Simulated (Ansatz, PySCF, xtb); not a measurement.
Breaking the Ga1–H2 bond in GaH3O (SMILES [OH][GaH2]) (multiplicity 1 held, fragments rigid). Energies count from the point at 1.556 Å.
Geometry at that point (charge 0, multiplicity 1):
```csv
atom,x (Å),y (Å),z (Å)
Ga,-0.2252,-0.2844,0.0258
H,0.0603,-1.2972,1.1723
H,-1.3595,-0.3087,-1.0529
O,0.9382,1.0873,-0.0240
H,0.7756,1.7230,-0.7275
```

```
level                                  energy at R = 4.980 Å (kJ/mol)  cost
-------------------------------------  ------------------------------  ----
GFN2-xTB                                                        366.6     -
R-HF/3-21G                                                      695.5     -
U-HF/LANL2DZ                                                    268.4     -
U-HF/cc-pVTZ                                                    272.1     -
U-PBE/cc-pVTZ                                                   339.1     -
U-r2SCAN/cc-pVTZ                                                344.6     -
R-B3LYP/LANL2DZ                                                 520.9     -
U-B3LYP/LANL2DZ                                                 353.5     -
R-B3LYP/cc-pVTZ                                                 492.8  ×0.6
U-B3LYP/cc-pVTZ                                                 350.1     -
R-wB97X-V/cc-pVTZ                                               617.6    ×2
U-wB97X-V/cc-pVTZ                                               362.8     -
R-MP2/cc-pVTZ                                                   488.4     -
R-SCS-MP2/cc-pVTZ                                               458.4     -
U-SCS-MP2/cc-pVTZ                                               351.2     -
U-CCSD/cc-pVTZ                                                  351.1     -
SC-NEVPT2 on CASSCF(2,2)/cc-pVTZ                                337.0     -
FIC-NEVPT4(SD) on CASSCF(2,2)/cc-pVTZ                           350.6     -
FIC-MRCISD on CASSCF(2,2)/cc-pVTZ                               348.3     -
FIC-MRCISD+Q on CASSCF(2,2)/cc-pVTZ                             353.5     -
```

The rows run from 268.4 (U-HF/LANL2DZ) to 695.5 kJ/mol (R-HF/3-21G). The 4 U-functionals in cc-pVTZ without D3 or D4 span 23.7, from U-PBE to U-wB97X-V.

Restricted levels (R-, RO-) in cc, def2 and unpolarised 6-31G sets keep to the state of the molecule at rest. U- levels take the lowest unrestricted solution at each point, which mixes spins at long bonds. Active spaces are followed from a long bond inwards. Levels need not reach the same state.

Correlated levels freeze the cores. Filled d and f shells under p-block atoms count as core. Rows in 3-21G, LANL2DZ carry no dispersion term and start afresh at each structure; the Pople sets are all-electron and without relativity. LANL2DZ brings its own core potentials from Na on.

Doubts at one or more of the structures used: a restricted determinant that unrestricted orbitals would lower (R-HF/3-21G, R-B3LYP/cc-pVTZ, R-wB97X-V/cc-pVTZ, R-MP2/cc-pVTZ, R-SCS-MP2/cc-pVTZ); a spin-contaminated determinant (U-HF/LANL2DZ, U-HF/cc-pVTZ, U-PBE/cc-pVTZ, U-r2SCAN/cc-pVTZ, U-B3LYP/LANL2DZ, U-B3LYP/cc-pVTZ, U-wB97X-V/cc-pVTZ, U-SCS-MP2/cc-pVTZ, U-CCSD/cc-pVTZ).

Codes used: Ansatz (an electronic-structure program); PySCF for 3-21G rows, LANL2DZ rows; xtb for the GFN methods. Values without a source in brackets are computed. The GFN methods have no spin term and hold the electronic entropy of 300 K.

Costs are rough ratios of core time to R-PBE/cc-pVTZ (about 2.5 s over the structures, on one shared machine); a dash marks a level with no comparable run of its own.
